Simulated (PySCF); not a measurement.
**Induced dipoles and field energies**

Compound: Al₂Cl₆.
Structure used (PBE0-D3(BJ)/def2-SVP), in Å, numbered top down from 1:
```
atom  x, y, z in Å
Cl1   -1.749   -2.644    0.077
Al2   -1.495   -0.577    0.047
Cl3   -3.075    0.778    0.083
Cl4   -0.051   -0.010   -1.619
Al5    1.478    0.590   -0.039
Cl6    1.743    2.655   -0.071
Cl7    3.049   -0.775   -0.072
Cl8    0.031    0.030    1.627
```

Level: PBE0/def2-SVPD (PySCF); nuclei fixed, core orbitals frozen in the response. Permanent dipole (-0.003, 0.009, 0.000) D (1 au = 2.5417 D). Static polarisability (au):

```
x   133.41   3.26  -0.87
y     3.26 126.86  -0.27
z    -0.87  -0.27 104.24
```

Only the terms in μ and α are kept: μ(F) = μ + αF and ΔE = −μ·F − ½ F·αF.

A field of 0.008 au (0.411 V/Å) is applied along each axis in both senses. Find the induced dipole, the size of the total dipole and the two energy terms.

```csv
field along,induced x (D),induced y (D),induced z (D),total size (D),−μ·F (kJ/mol),−½F·αF (kJ/mol)
+x,2.713,0.066,-0.018,2.711,+0.025,-11.209
−x,-2.713,-0.066,0.018,2.716,-0.025,-11.209
+y,0.066,2.580,-0.005,2.589,-0.074,-10.658
−y,-0.066,-2.580,0.005,2.572,+0.074,-10.658
+z,-0.018,-0.005,2.120,2.120,0.000,-8.758
−z,0.018,0.005,-2.120,2.120,0.000,-8.758
```

For the field (0.0064, -0.0064, 0.0016) au, what is the induced dipole, and what angle does it make with the field?

αF = (2.114, -2.012, 0.414) D, at 2.4° to the field. The polarisability along this direction, F·αF/F², is 126.04 au, against a mean of 121.51 au.

Induction energy −ᾱe²/2R⁴ of a unit charge at 15 Å, the molecule taken as a point?

R = 28.35 bohr, so the energy is −121.5/(2 × 28.35⁴) Eh = -0.247 kJ/mol.

Isolated species at its PBE0-D3(BJ)/def2-SVP geometry, gas phase.
